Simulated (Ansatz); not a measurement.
Ansatz (a quantum-chemistry and plane-wave program) input (CCSD(T)/def2-SVPD):

Ansatz 0.2 input:
```yaml
crystal:
  periodic: [false, false, false]
  atoms:
    - {symbol: Mo, position_ang: [-0.00000000, -0.00000000, -0.04000182]}
    - {symbol: H, position_ang: [0.00000000, 0.00000000, 1.68007633]}
basis:
  gaussian:
    orbitals: def2-SVPD
magnetization: {spin_polarized: true, initial_magnetization: 5}
correlation: {method: ccsd_t, electrons: outside_noble_gas}
output: {forces: true}
```

Output:

```
Functional definition: HF
integrals: 0.02 GiB planned
408 factors; integrals over basis functions are off by at most 1.4e-3 eV
mean field: 0.07 GiB planned
mean field evaluation 1: about -1851.9574 eV, gradient 9.9e0 eV
mean field evaluation 2: about -1851.9592 eV, gradient 9.9e0 eV
mean field evaluation 4: about -1852.6906 eV, gradient 1.7e0 eV
mean field evaluation 8: about -1852.7927 eV, gradient 1.7e-1 eV
mean field evaluation 16: about -1852.5569 eV, gradient 3.4e0 eV
mean field evaluation 32: about -1850.9771 eV, gradient 1.7e-3 eV
mean field evaluation 64: about -1849.3444 eV, gradient 1.4e0 eV
mean field -1852.79420254 eV, -68.0889310743 hartree, gradient 2.0e-6 eV, S^2 8.826981; 3 other end points of the search recorded, 0 dependent functions left out
determinant -1852.79420254 eV, -68.0889310743 hartree, with singles and doubles -1855.45058261 eV, -68.1865512414 hartree
determinant -1850.99971702 eV, -68.0229849479 hartree, with singles and doubles -1853.44488135 eV, -68.1128430795 hartree
determinant -1850.97705127 eV, -68.0221519968 hartree, with singles and doubles -1853.26383617 eV, -68.1061897919 hartree
determinant -1850.71799118 eV, -68.0126317140 hartree, with singles and doubles -1853.03843501 eV, -68.0979064519 hartree
4 core orbitals not correlated
reference -1852.79420254 eV, -68.0889310743 hartree; 6, 1 occupied and 32, 37 virtual orbitals, 408 factors
densities: 0.10 GiB planned
second order -2.22878847 eV of doubles, -0.00000000 eV of singles
coupled cluster: 0.09 GiB planned
cycle   1  -2.64997328 eV  change   -5.4e-2 eV  update   1.5e-2
cycle   2  -2.65574402 eV  change   -5.8e-3 eV  update   5.8e-3
cycle   3  -2.65873757 eV  change   -3.0e-3 eV  update   2.7e-3
cycle   4  -2.66131128 eV  change   -2.6e-3 eV  update   1.4e-3
cycle   5  -2.66227857 eV  change   -9.7e-4 eV  update   6.5e-4
cycle   6  -2.66258908 eV  change   -3.1e-4 eV  update   2.8e-4
cycle   7  -2.66267569 eV  change   -8.7e-5 eV  update   1.4e-4
cycle   8  -2.66268809 eV  change   -1.2e-5 eV  update   6.4e-5
cycle   9  -2.66269441 eV  change   -6.3e-6 eV  update   2.5e-5
cycle  10  -2.66270038 eV  change   -6.0e-6 eV  update   9.7e-6
cycle  11  -2.66270344 eV  change   -3.1e-6 eV  update   4.0e-6
cycle  12  -2.66270400 eV  change   -5.6e-7 eV  update   1.8e-6
cycle  13  -2.66270387 eV  change    1.3e-7 eV  update   8.6e-7
cycle  14  -2.66270353 eV  change    3.4e-7 eV  update   4.2e-7
perturbative correction -0.06263421 eV, -0.0023017649 hartree
the calculation of the forces begins
Total energy: -1855.51954029 eV, -68.1890853892 hartree
Atom 0 at    -0.000000    -0.000000    -0.040002 Å, force     0.000000    -0.000000    -0.163515 eV/Å
Atom 1 at     0.000000     0.000000     1.680076 Å, force    -0.000000     0.000000     0.163515 eV/Å
Dipole moment:     0.000000    -0.000000    -0.634605 e Å
```

The spin state was set by rule; other spins were not relaxed.
